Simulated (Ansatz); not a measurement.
Molecule: BCl (charge +1, doublet). 
Coordinates optimised at B3LYP-D3(BJ)/def2-TZVP (Ansatz, a first-principles code):
SMILES: [B][Cl+]
```xyz
2

B      0.0000     0.0000    -1.2365
Cl     0.0000     0.0000     0.3637
```
Charge +1, spin multiplicity 2.

Basis-set convergence of Hartree-Fock and MP2 correlation energies (hartree) with Ansatz. Valence correlation only, unless marked. Open shells are spin-unrestricted. Spin-orbit coupling is left out. No relativistic terms.

```csv
basis,functions,E(HF),"E(corr, MP2)"
def2-SVP,32,-483.64069,-0.17410
def2-TZVPP,73,-483.82759,-0.22858
def2-QZVPP,127,-483.84133,-0.24972
```

Extrapolating the two largest sets (X = 3 and 4) as X^-3: E(corr) = (64·(-0.24972) - 27·(-0.22858))/37 = -0.2651 Eh, an estimate of the basis-set limit. The largest set recovers 94.2 % of it, the smallest 65.7 %.
